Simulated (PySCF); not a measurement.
B(NMe2)(OH)(SH) (C2H8BNOS), SMILES CN(C)B(O)S. The structure is a stationary point at PBE-D3(BJ)/def2-SVP. The values are those of a single conformer.

### Question
Give the equilibrium geometry at PBE-D3(BJ)/def2-SVP (PySCF confirms it by a frequency run) as a Z-matrix. (The exact figures need the calculation; the answer reports its results.)

### Answer
This is not unique; one that fits is 
```
N
B 1 1.4194
O 2 1.3835 1 118.68
H 3 0.9699 2 112.73 1 170.74
C 1 1.4474 2 124.48 3 176.27
H 5 1.1068 1 110.82 2 -7.14
H 5 1.1144 6 107.68 1 121.61
H 5 1.1151 6 108.14 7 115.47
C 1 1.4519 2 121.25 3 -5.28
H 9 1.1046 1 110.12 2 0.33
H 9 1.1146 10 108.43 1 -121.89
H 9 1.1147 10 108.50 11 -116.11
S 2 1.8621 3 122.58 4 -8.17
H 13 1.3611 2 95.89 3 -16.82
```
Charge 0, spin multiplicity 1.
